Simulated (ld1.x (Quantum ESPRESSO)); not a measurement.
arsenic (As): excitation energies, all-electron against RRKJ

- Element: As (Z = 33)
- Generator: ld1.x (Quantum ESPRESSO) 7.5
- Type: norm-conserving RRKJ (Kleinman–Bylander form)
- Functional: PBE
- Relativity: scalar-relativistic
- Frozen core: [Ar]
- Valence charge: 15
- Reference configuration: 3d10 4s2 4p2 (charge +1)
- Partial waves: 4s (bound): rc 1.40 bohr; 4p (bound): rc 1.75 bohr; 3d (bound): rc 0.85 bohr
- Local potential: all-electron potential smoothed inside 1.65 bohr (lloc = -2)
- Core correction: a·sin(br)/r model core, default radius (core density twice the valence density)

Energies are relative to the spin-unpolarised reference configuration 3d10 4s2 4p2; without spin polarisation the order of configurations can differ from experiment.

```json
{"valence configuration": "3d10 4s2 4p3", "charge": "0", "ΔE all-electron (eV)": "-9.149", "error AE − PS (meV)": "+2.8"}
{"valence configuration": "3d10 4s2 4p1", "charge": "+2", "ΔE all-electron (eV)": "17.918", "error AE − PS (meV)": "-0.5"}
{"valence configuration": "3d10 4s2 4p0", "charge": "+3", "ΔE all-electron (eV)": "45.621", "error AE − PS (meV)": "+0.7"}
{"valence configuration": "3d10 4s2 4p2.5", "charge": "+0.5", "ΔE all-electron (eV)": "-5.594", "error AE − PS (meV)": "+1.2"}
{"valence configuration": "3d10 4s1 4p4", "charge": "0", "ΔE all-electron (eV)": "0.268", "error AE − PS (meV)": "-4.5"}
{"valence configuration": "3d9 4s2 4p4", "charge": "0", "ΔE all-electron (eV)": "30.949", "error AE − PS (meV)": "-1076"}
```

(1) What are ΔE and the potential's error for 3d10 4s1 4p0?

Results:

(1) ΔE = 96.268 eV all-electron; the error (AE − PS) is -4.1 meV.
